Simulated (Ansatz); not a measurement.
`O=CC([SiH3])[SiH3]` → `O[Si@H]1C[C@@H]1[SiH3]`  (isomerisation)

Program: Ansatz. Geometries: PBE0-D4/def2-TZVP. ΔE: electronic, gas phase. CBS: MP2 limit from def2 TZ/QZ plus the TZ coupled-cluster correction, frozen cores. Functionals use def2-TZVPP. Each species was taken in one conformer, which may not be the lowest.

Question: Is it downhill or uphill in electronic energy at CCSD(T)/CBS, and by how much? (An estimate is asked.)

Answer: The calculation gave: Downhill: ΔE = -19.7 kcal/mol.

Question: What do these levels give: PBE-D4, ωB97X-V, MP2/def2-TZVPP, MP2/def2-QZVPP, SCS-MP2/def2-QZVPP, MP2/CBS(def2)? (An estimate is asked.)

Answer: The calculation gave: PBE-D4 -16.8, ωB97X-V -17.6, MP2/def2-TZVPP -20.7, MP2/def2-QZVPP -22.2, SCS-MP2/def2-QZVPP -19.2, MP2/CBS(def2) -23.1 kcal/mol.

Largest T1 diagnostic among the species: 0.014.

From PBE to PBE0 (25 % exact exchange), in def2-TZVPP and without D4, ΔE moves by −2.5 kcal/mol. In def2-TZVPP, CCSD(T) changes the Hartree–Fock value by −4.3 kcal/mol (the triples alone add +0.4 kcal/mol) and MP2 by −7.7 kcal/mol. The D4 term adds +0.7 kcal/mol with B3LYP and +0.4 kcal/mol with PBE0; it sums over pairs of atoms, weighted by their polarisabilities, and B3LYP, whose exchange is more repulsive, gets the larger term.

B3LYP here is the variant with VWN-RPA as its local correlation; programs differ in this.
